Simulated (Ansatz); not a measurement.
Compare A (`FC1([SiH3])COC1`) with its isomer B (`C=C[Si](C)(O)F`).

Isolated molecules relaxed with PBE0-D4/def2-TZVP in Ansatz; ΔE leaves out vibrations. CBS: MP2 limit from def2 TZ/QZ plus the TZ coupled-cluster correction, frozen cores. DFT in def2-TZVPP. B3LYP here is the variant with VWN-RPA as its local correlation; programs differ in this. Each species was taken in one conformer, which may not be the lowest.

(1) Which isomer does CCSD(T)/CBS put lower? Give the gap. (Estimate.)

(2) Give E(B) − E(A) in kJ/mol with B3LYP, B2PLYP, CCSD(T)/def2-TZVPP, PBE-D4, MP2/def2-TZVPP, HF/def2-TZVPP, B3LYP-D4. (Estimate.)

Largest T1 diagnostic: 0.012.

## Answers

(1) Computed: B, by 522.0 kJ/mol.

(2) Ansatz gave: B3LYP -509.6, B2PLYP -519.0, CCSD(T)/def2-TZVPP -511.5, PBE-D4 -474.5, MP2/def2-TZVPP -529.1, HF/def2-TZVPP -526.4, B3LYP-D4 -509.7. None reverses the order clearly.

From PBE to PBE0 (25 % exact exchange), in def2-TZVPP and without D4, E(B) − E(A) moves by −9.9 kJ/mol.
